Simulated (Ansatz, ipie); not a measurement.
CHN (SMILES C#N), multiplicity 1, with the C1–H3 bond stretched and the rest rigid; cc-pVDZ, all electrons correlated; total energies in hartree.
Geometry at rest (charge 0, multiplicity 1):
```xyz
3

C      0.000     0.000    -0.497
N      0.000     0.000     0.649
H      0.000     0.000    -1.564
```

Phaseless AFQMC takes the named determinant as trial and start, 200 walkers, a time step of 0.005 inverse hartree and 400 blocks of 25 steps, of which the first fifth is dropped; its bars are rough statistical errors and leave out the phaseless and time-step bias. At long bonds its restricted trial need not be the state that the restricted coupled-cluster runs follow.

Codes used: Ansatz (an electronic-structure program); ipie for AFQMC. Values without a source in brackets are computed.

| level | R = 1.07 Å | R = 1.39 Å | R = 1.71 Å | R = 2.13 Å | R = 2.77 Å |
|---|---|---|---|---|---|
| R-HF | -92.8838 | -92.8362 | -92.7608 | -92.6733 | -92.5845 |
| R-MP2 | -93.1710 | -93.1289 | -93.0612 | -92.9878 | -92.9283 |
| U-MP2 | -93.1710 | -93.1289 | -93.0368 | -92.9633 | -92.9445 |
| U-CCSD | -93.1800 | -93.1395 | -93.0737 | -93.0059 | -92.9791 |
| R-CCSD(T) | -93.1917 | -93.1521 | -93.0895 | -93.0296 | -93.0032 |
| U-CCSD(T) | -93.1917 | -93.1521 | -93.0881 | -93.0214 | -92.9912 |
| R-CCSDT | -93.1919 | -93.1523 | -93.0898 | -93.0295 | -92.9957 |
| R-CCSDT(Q) | -93.1933 | -93.1538 | -93.0914 | -93.0320 | -93.0013 |
| AFQMC@RHF | - | - | -93.0905 ± 0.0045 | -93.0202 ± 0.0046 | -92.9593 ± 0.0049 |
| AFQMC@UHF | -93.1919 ± 0.0030 | -93.1452 ± 0.0027 | -93.0929 ± 0.0033 | -93.0255 ± 0.0033 | -93.0045 ± 0.0026 |

AFQMC runs whose block means still drift are left out.

Doubts at one or more of the structures used: a spin-contaminated determinant (U-MP2/cc-pVDZ, U-CCSD/cc-pVDZ, U-CCSD(T)/cc-pVDZ); T1 above 0.05 (U-CCSD/cc-pVDZ, R-CCSD(T)/cc-pVDZ, U-CCSD(T)/cc-pVDZ, R-CCSDT/cc-pVDZ, R-CCSDT(Q)/cc-pVDZ); the program's own flag: large difference (U-CCSD/cc-pVDZ, U-CCSD(T)/cc-pVDZ); other coupled-cluster roots lie near (R-CCSD(T)/cc-pVDZ, R-CCSDT/cc-pVDZ, R-CCSDT(Q)/cc-pVDZ).
